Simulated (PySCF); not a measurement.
Isomers of C2H10F2Si3. Computed with TDDFT PBE0/def2-SVPD, vertical, gas phase, core orbitals frozen in the response in PySCF. Geometries: GFN2-xTB; one conformer of each isolated species. Triplets are in the Tamm–Dancoff approximation.

A. `FC(F)C([SiH3])([SiH3])[SiH3]`
B. `F[SiH2][C@](F)([SiH3])C[SiH3]`
C. `C[Si@H]([SiH2][SiH3])C(F)F`
D. `[C@@H]([SiH2][SiH3])([SiH2]CF)F`

Lowest singlet levels (six at most, fewer where fewer were computed) with oscillator strengths:

1. 208 nm (f 0.022); 184 nm (f 0.023); 171 nm (f 0.004); 170 nm (f 0.073); 167 nm (f 0.069); 162 nm (f 0.127); T1 5.52 eV
2. 191 nm (f 0.034); 183 nm (f 0.021); 181 nm (f 0.233); 174 nm (f 0.019); 173 nm (f 0.032); 170 nm (f 0.004); T1 5.59 eV
3. 195 nm (f 0.135); 187 nm (f 0.007); 179 nm (f 0.050); 173 nm (f 0.016); 167 nm (f 0.007); 167 nm (f 0.038); T1 5.75 eV
4. 162 nm (f 0.030); 159 nm (f 0.009); 158 nm (f 0.042); 155 nm (f 0.001); 155 nm (f 0.003); 152 nm (f 0.006); T1 7.26 eV

Question: Which spectrum belongs to which structure?

Answer: 1 = B, 2 = C, 3 = D, 4 = A.
- A: S1 at 7.68 eV, HOMO→LUMO (97%); Löwdin shares by element: HOMO silicon 34%, carbon 32% or more (atoms not listed hold the other 34%); LUMO silicon 47%, carbon 7% or more (atoms not listed hold the other 46%); HOMO -8.89 and LUMO -0.02 eV; point group Cs.
- B: S1 at 5.95 eV, HOMO→LUMO (98%); Löwdin shares by element: HOMO carbon 40%, silicon 13% or more, fluorine 13% or more (atoms not listed hold the other 34%); LUMO silicon 30% or more, carbon 12% or more, hydrogen 10% or more, fluorine 9% or more (atoms not listed hold the other 39%); HOMO -7.83 and LUMO -0.52 eV.
- C: S1 at 6.50 eV, HOMO→LUMO (85%); Löwdin shares by element: HOMO silicon 41% or more, carbon 19% or more, fluorine 8% or more (atoms not listed hold the other 31%); LUMO silicon 68%, hydrogen 11% or more (atoms not listed hold the other 21%); HOMO -8.15 and LUMO -0.61 eV.
- D: S1 at 6.35 eV, HOMO→LUMO (89%); Löwdin shares by element: HOMO silicon 26% or more, carbon 23% or more, fluorine 11% or more (atoms not listed hold the other 39%); LUMO silicon 56%, carbon 9% or more (atoms not listed hold the other 35%); HOMO -8.03 and LUMO -0.55 eV.
C and D have S1 within 0.15 eV of each other; their strongest listed levels stand at 6.87 eV (f 0.233) and 6.35 eV (f 0.135).
